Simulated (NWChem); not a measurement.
Molecule: CH5Al; SMILES [CH3][AlH2]

```xyz
7

Al     0.0015     0.7167    -0.0033
H     -1.3794     1.5130     0.0103
H      1.3627     1.5458     0.0108
C      0.0044    -1.2394    -0.0040
H     -0.2448    -1.6145     1.0054
H      0.9783    -1.6732    -0.2793
H     -0.7630    -1.6515    -0.6804
```
Atoms are numbered in this order, from 1.

Program: NWChem. All runs use the structure optimised with PBE0/def2-SVP. Total energies compare along this basis series because the functional is fixed.

```tsv
level	basis functions	energy (Ha)	highest occupied level (eV)	orbital gap (eV)	dipole (D)
PBE/pcseg-1	57	-283.2984	-6.85	4.72	0.71
PBE/aug-pcseg-1	95	-283.3016	-6.87	4.72	0.77
PBE/pcseg-2	134	-283.3464	-6.84	4.73	0.75
PBE/STO-3G	19	-279.9111	-4.23	7.39	0.08
PBE/def2-SVP	57	-283.2059	-6.78	4.74	0.84
```
